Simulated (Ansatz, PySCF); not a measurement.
Process, species as SMILES: [SiH3][SiH](Cl)Cl -> Cl[SiH2][SiH2]Cl
Each molecule is optimised on its own at B3LYP-D3(BJ)/def2-TZVP (Ansatz, an electronic-structure program), one conformer each, not searched for the lowest.

Wanted: isomerisation energy (enthalpy at 298 K, with B3LYP-D3(BJ) rigid-rotor harmonic-oscillator terms from PySCF), in kJ/mol. Cores are frozen in the correlated levels unless marked. Spin-orbit coupling is left out. No relativistic terms. CBS(X,Y): correlation extrapolated as X^-3; Hartree-Fock from the larger set.

```
level                                                program  isomerisation energy (kJ/mol)
--------------------------------------------  --------------  -----------------------------
revPBE-D4/def2-TZVPD                          Ansatz + dftd4                            [?]
HSE06-D4/def2-TZVPD                           Ansatz + dftd4                            [?]
RPA@PBE/cc-pV(T+d)Z                                   Ansatz                            8.3
SCS-MP2/cc-pwCVTZ                                     Ansatz                            8.3
SCS-MP2/cc-pV(Q+d)Z                                   Ansatz                            8.1
CCSD/cc-pV(D+d)Z                                      Ansatz                            9.2
CCSD(T)/CBS(aug-cc-pV(T+d)Z,aug-cc-pV(Q+d)Z)          Ansatz                            9.1
```

Problem. What belongs in the gaps?

Solution. 
- revPBE-D4/def2-TZVPD, isomerisation energy (kJ/mol): 11.3
- HSE06-D4/def2-TZVPD, isomerisation energy (kJ/mol): 9.7
